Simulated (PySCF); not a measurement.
Species: InCl2(NH2).
Structure used (PBE0-D3(BJ)/def2-SVP), in Å, numbered top down from 1:
```
atom  x, y, z in Å
In1    0.331    0.667    0.013
Cl2    2.619    0.971    0.342
Cl3   -0.903    2.611   -0.345
N4    -0.570   -1.118    0.221
H5    -1.477   -1.201   -0.231
H6     0.000   -1.930    0.000
```

Method used: TDDFT wB97X-D/def2-SVPD, vertical, gas phase, core orbitals frozen in the response, def2 core potentials past Kr (PySCF). Spin–orbit coupling is left out.

Frontier orbitals with the atoms that hold most of them (Löwdin shares over 4%, at most four atoms; ? is withheld):

```
orbital  ε (eV)                              atoms
 LUMO+2    1.50   In1 64%, Cl2 10%, Cl3 10%, H5 6%
 LUMO+1    0.38  In1 61%, Cl2 14%, Cl3 14%, N4 10%
   LUMO   -0.77                                  ?
   HOMO  -10.15       N4 66%, In1 9%, H6 7%, H5 7%
 HOMO-1  -10.97                                  ?
 HOMO-2  -11.10           Cl3 50%, Cl2 45%, In1 6%
 HOMO-3  -11.14    Cl2 45%, Cl3 38%, In1 9%, N4 7%
```

Task: Which atoms hold the HOMO-1, and with what shares?

Result: Cl3 (bonded to In) 51%; Cl2 (bonded to In) 46%.

Task: Give the leading atoms of the LUMO.

Result: In1 (bonded to 2 Cl and N) 48%; Cl2 (bonded to In) 18%; Cl3 (bonded to In) 18%; N4 (bonded to In and 2 H) 13%. By element: indium 48%, chlorine 36%, nitrogen 13%.

Task: The HOMO–LUMO gap is 9.38 eV. Where does the response calculation put the lowest singlet, and from which orbitals?

Result: S1 is at 4.87 eV (f = 0.044), 4.51 eV below the gap, made of HOMO→LUMO (91%). 

Task: Give energy, strength and leading configuration of S1, S2, S3 and S7, and follow the Löwdin shares of the leading atoms from the occupied to the empty orbital.

Result: 
- S1 (4.87 eV, f 0.044), HOMO→LUMO (91%): N4 66% → 13%, In1 9% → 48%, Cl2 at most 8% → 18%
- S2 (5.68 eV, f 0.032), HOMO-1→LUMO (89%): Cl3 51% → 18%, Cl2 46% → 18%, In1 at most 4% → 48%
- S3 (5.74 eV, f 0.0028), HOMO-2→LUMO (90%): Cl3 50% → 18%, Cl2 45% → 18%, In1 6% → 48%
- S7 (6.81 eV, f 0.0000), HOMO-1→LUMO+1 (97%): Cl3 51% → 14%, Cl2 46% → 14%, In1 at most 4% → 61%

Löwdin shares depend on the basis, the more so with diffuse functions.

Time: 61 s of wall time. Hardware: one thread of an Arm Neoverse V1, no GPU (shared host).
